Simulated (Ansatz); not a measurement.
Frontier orbitals of CH5NOSi, SMILES `N=C[SiH2]O`.

Charge 0, multiplicity 1. The structure was optimised at the PBE0-D4/def2-TZVP level. It is one conformer, not always the lowest. Basis def2-TZVPP, Ansatz 0.2.0.

Orbital energies of one run (eV). Highest occupied ones, from the top: -10.58, -11.41, -12.64, -12.79, -13.79, -14.06, -16.17, -17.73, -18.39, -20.88, -28.82, -30.75, -100.41, -100.43. Empty: 1.29, 2.51, 3.26, 3.59, 4.53, 5.06.

Which functional gave them?
A. B97M-V
B. LC-ωPBE
C. PBE
D. LDA (SPW92)

B. HOMO energies: LC-ωPBE -10.58, LDA (SPW92) -6.47, PBE -6.39, B97M-V -6.86 eV.

LC-ωPBE has ω = 0.4 bohr⁻¹.
